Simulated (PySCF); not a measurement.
**Bond curve of LiAs⁻**

Set-up: PySCF, scalar-relativistic core potentials, basis sets Li aug-cc-pVDZ, As aug-cc-pVDZ-PP with ECP10. Energies in eV from Li + As⁻ in their ground configurations at the same level. State: ⁴Σ⁻ (quartet), unpaired electrons σ ↑, π ↑↑.

```json
{"R (Å)": "2.196", "r²SCAN": "-1.276", "PBE": "-1.270"}
{"R (Å)": "2.299", "r²SCAN": "-1.430", "PBE": "-1.422"}
{"R (Å)": "2.401", "r²SCAN": "-1.516", "PBE": "-1.508"}
{"R (Å)": "2.477", "r²SCAN": "-1.548", "PBE": "-1.540"}
{"R (Å)": "2.554", "r²SCAN": "-1.558", "PBE": "-1.551"}
{"R (Å)": "2.631", "r²SCAN": "-1.553", "PBE": "-1.545"}
{"R (Å)": "2.733", "r²SCAN": "-1.527", "PBE": "-1.520"}
{"R (Å)": "2.861", "r²SCAN": "-1.474", "PBE": "-1.468"}
{"R (Å)": "3.014", "r²SCAN": "-1.394", "PBE": "-1.388"}
{"R (Å)": "3.218", "r²SCAN": "-1.276", "PBE": "-1.270"}
```

Task: Put a parabola through the three lowest points of the r²SCAN curve and estimate Re, k and ωe (reduced mass 6.415 u; 1 eV/Å² = 0.16022 mdyn/Å; ωe = 1302.8·√(k/μ) cm⁻¹).

Result: Through R = 2.477, 2.554, 2.631 Å the second-order coefficient is 1.26 eV/Å², so Re ≈ 2.567 Å, k ≈ 0.405 mdyn/Å and ωe ≈ 327 cm⁻¹. A polynomial fit of higher order to the unrounded r²SCAN energies gives Re = 2.562 Å, k = 0.426 mdyn/Å, ωe = 336 cm⁻¹; anharmonicity and rounding make the difference.

The higher-order fit for each curve: r²SCAN: Re = 2.562 Å, ωe = 336 cm⁻¹, De = 1.56 eV; PBE: Re = 2.565 Å, ωe = 333 cm⁻¹, De = 1.55 eV.

Spin–orbit coupling is left out. For an ion De counts to the pair picked by the measured ionisation energies or electron affinities, which need not be the lowest pair at this level. Counting both spins, an empty level lies below a filled one in some of these solutions, because spin and occupation are held. The highest Kohn–Sham level is positive in this anion. Much of that is self-interaction error, but it also means that the finite basis helps to hold the extra electron. The state is the lowest determinant that a PBE0 search found; another state may lie lower at other levels.
